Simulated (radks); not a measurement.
Tl30+, configuration [Kr] 4d10 4f5. Calculated with a radial shooting solver on a logarithmic mesh with Libxc functionals: Dirac Kohn-Sham, BLYP, spin-unpolarised, spherical densities, finite nucleus; open shells fill j = l - 1/2 first; Fermi nuclear charge, rms radius 5.4759 fm.

Spin-orbit splittings of the eigenvalues, e(l+1/2) - e(l-1/2), with zeta = 2 splitting/(2l+1) and mean radii in bohr:

| shell | occ. | splitting (eV) | zeta (eV) | <r> j=l-1/2 | <r> j=l+1/2 |
|---|---|---|---|---|---|
| 2p | 6 | 2066 | 1377 | 0.05589 | 0.06469 |
| 3p | 6 | 462.1 | 308.1 | 0.1669 | 0.1828 |
| 3d | 10 | 98.68 | 39.47 | 0.1589 | 0.1637 |
| 4p | 6 | 126.5 | 84.32 | 0.3751 | 0.4032 |
| 4d | 10 | 25.33 | 10.13 | 0.3982 | 0.4064 |
| 4f | 5 | 6.669 | 1.905 | 0.3859 | 0.3895 |
